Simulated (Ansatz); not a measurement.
CHBrF2 (SMILES FC(F)Br) moved off its minimum; all values from Ansatz (a program for electronic structure), cores frozen in correlated methods.
(charge 0, multiplicity 1)
```xyz
5

F     -1.4445     1.0535    -0.4954
C     -0.8730     0.0523     0.2128
F     -1.5270    -1.0604    -0.3390
Br     0.8892    -0.0399    -0.0013
H     -1.0982     0.1421     1.2789
```

Task: Give the forces (eV/Å), the total energy and the dipole at CCSD(T)/aug-cc-pVTZ.

Result: 
```
atom      Fx      Fy      Fz
----  ------  ------  ------
F1     0.352   0.664   0.385
C2    -4.386  -0.783  -0.511
F3     0.867   0.395   1.027
Br4    3.555  -0.201  -0.611
H5    -0.389  -0.076  -0.290
```
Energy -2810.7578 hartree, dipole 1.82 D.
